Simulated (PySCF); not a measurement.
SMILES N[SiH2]O[Si](Cl)(Cl)Cl (H4Cl3NOSi2) (PBE0/def2-SVP optimised geometry):

```
11

Si     0.843    -1.622     0.000
Cl     2.880    -1.622     0.000
Cl     0.178    -2.625    -1.658
Cl     0.178    -2.625     1.657
O      0.305    -0.097     0.000
Si    -1.134     0.792    -0.032
N     -2.548    -0.170    -0.039
H     -1.120     1.622     1.199
H     -1.087     1.590    -1.283
H     -2.880    -0.631     0.801
H     -2.855    -0.655    -0.874
```

Level of theory: PBE0/def2-TZVP in PySCF.

**Question.** What are the frontier orbital energies and the dipole moment?

**Answer.** HOMO-2 -9.22 eV, HOMO-1 -9.11 eV, HOMO -8.16 eV, LUMO -0.10 eV, LUMO+1 0.39 eV; dipole moment 1.95 D.

On the same geometry PBE/def2-TZVP (PySCF) gives HOMO-2 -7.78 eV, HOMO-1 -7.64 eV, HOMO -6.69 eV, LUMO -1.12 eV, LUMO+1 -0.44 eV; dipole moment 1.95 D.

Meta-Löwdin charges at PBE0/def2-TZVP: Si1 1.16, Cl2 -0.26, Cl3 -0.28, Cl4 -0.28, O5 -0.83, Si6 0.95, N7 -0.74, H8 -0.11, H9 -0.11, H10 0.25, H11 0.25.
